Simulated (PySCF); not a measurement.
PySCF input file for octafluorocyclopentene (C5F8), SMILES FC1(F)C(=C(F)C(C1(F)F)(F)F)F, IEF-PCM-B3LYP/def2-SVP. The structure is a stationary point at B3LYP-D3(BJ)/def2-SVP. Other conformers were not sampled.

```python
import numpy as np
from pyscf import gto, scf, dft
from pyscf.solvent import pcm

mol = gto.M(
    atom='''
    F     0.10460840   -2.26009991   -1.46479292
    C     0.03680234   -1.21541928   -0.66914286
    C     0.03680234   -1.21541929    0.66914286
    F     0.10460840   -2.26009993    1.46479290
    C    -0.10197624    0.16897985    1.23550023
    F     0.76150292    0.40046436    2.24069702
    F    -1.35048587    0.39857554    1.70218085
    C     0.18836284    1.07673576    0.00000000
    F     1.48874867    1.41537300    0.00000000
    F    -0.55867627    2.18417575    0.00000001
    C    -0.10197623    0.16897986   -1.23550023
    F     0.76150292    0.40046437   -2.24069701
    F    -1.35048586    0.39857554   -1.70218084
    ''',
    basis='def2-SVP',
    charge=0,
    spin=0,
    max_memory=1600,
    verbose=3,
)
mf = dft.RKS(mol, xc='b3lyp').density_fit(auxbasis='def2-universal-jkfit')
mf.grids.level = 3
mf.conv_tol = 1e-9
mf.max_cycle = 100
mf.kernel()
res = {}
for name, eps in {'water': 78.355, 'chlorobenzene': 5.6968, '2-propanol': 19.264}.items():
    s = mf.PCM()
    s.with_solvent.method, s.with_solvent.eps, s.with_solvent.lebedev_order = 'IEF-PCM', eps, 17
    s.kernel(mf.make_rdm1())
    res[name] = (s.e_tot, eps, s.dip_moment(), s.mo_energy, s.converged)
    print(f'{name}: electrostatic solvation free energy {(s.e_tot - mf.e_tot) * 627.509474:.3f} kcal/mol')
```

Log of the run:

```
converged SCF energy = -988.44918540126

WARN: PCM is an experimental feature. It is still in testing.
Features and APIs may be changed in the future.

converged SCF energy = -988.452838297493
Dipole moment(X, Y, Z, Debye):  0.15451, -1.27494, -0.00000
water: electrostatic solvation free energy -2.292 kcal/mol

WARN: PCM is an experimental feature. It is still in testing.
Features and APIs may be changed in the future.

converged SCF energy = -988.451853692772
Dipole moment(X, Y, Z, Debye):  0.14482, -1.21831, -0.00000
chlorobenzene: electrostatic solvation free energy -1.674 kcal/mol

WARN: PCM is an experimental feature. It is still in testing.
Features and APIs may be changed in the future.

converged SCF energy = -988.452576314255
Dipole moment(X, Y, Z, Debye):  0.15194, -1.26019, -0.00000
2-propanol: electrostatic solvation free energy -2.128 kcal/mol
```

The run converged.

Cost: about 2.7 core-minutes (a rough figure).
